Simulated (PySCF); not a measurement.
Compound: C₃H₇NSi.
SMILES with atom numbers: `[CH:1]#[C:2][Si@@H:3]([CH3:4])[NH2:5]` (hydrogens: H6 on C1; H7 on Si3; H8, H9, H10 on C4; H11, H12 on N5)

Level of theory: PySCF 2.14.0, PBE0-D3(BJ)/def2-SVP geometry optimisation, gas phase.

(1) What internal coordinates does the optimisation give?

## Answers

(1) 
```
                bond  length (Å)
               C1≡C2       1.217
              C2–Si3       1.843
              Si3–C4       1.868
              Si3–N5       1.732
               C1–H6       1.076
              Si3–H7       1.501
C4–H8, C4–H9, C4–H10       1.101
      N5–H11, N5–H12       1.014
```

Bonds in one row agree within 0.01 Å and their mean is given. A selection of angles:
```
     angle  degrees
  C2–C1–H6    179.7
 C1–C2–Si3    179.1
 C2–Si3–C4    110.7
 C2–Si3–N5    106.4
 C2–Si3–H7    106.0
 C4–Si3–N5    109.5
 C4–Si3–H7    108.7
 N5–Si3–H7    115.4
 Si3–C4–H8    110.4
Si3–C4–H10    110.9
  H8–C4–H9    108.8
 H8–C4–H10    107.7
Si3–N5–H11    119.3
H11–N5–H12    110.5
```

The 2 C–Si bonds span 1.843 Å (C2–Si3, drawn single) to 1.868 Å (Si3–C4, drawn single), a spread of 0.025 Å. N5 (silicon-bound nitrogen) has angles 119.3°, 118.7° and 110.5°, sum 348.6°, 0.23 Å off the plane of its three neighbours. Si3 (SiH silicon) is distorted tetrahedral (angles from 106.0° to 115.4°).

Point group: C1 (no symmetry element, even within 0.4 Å). Not checked by PBE0-D3(BJ)/def2-SVP frequencies. One conformer, not necessarily the lowest (C2–Si3–N5–H -174° and 46°).
